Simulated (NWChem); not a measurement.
Species: ZnH2; SMILES [ZnH2]

Program: NWChem. The geometry was optimised at B3LYP/6-31G* (spherical d). Level PBE/def2-SVPD: energy and gradient; each run changes one setting, and changes count from the defaults (medium grid, exact Coulomb integrals, symmetry on).

Task: Which setting moves the energy most, and by about how much (Becke weights; symmetry off; tight SCF thresholds and tolerances; coarse grid; defaults)?

Result: coarse grid, by about 100 μHa.
| setting | size of the energy change (μHa) | largest change of a gradient component (μHa/bohr) |
|---|---|---|
| defaults | < 10 | < 30 |
| symmetry off | < 10 | other frame |
| tight SCF thresholds and tolerances | < 10 | < 30 |
| Becke weights | 30 | 100 |
| coarse grid | 100 | 900 |
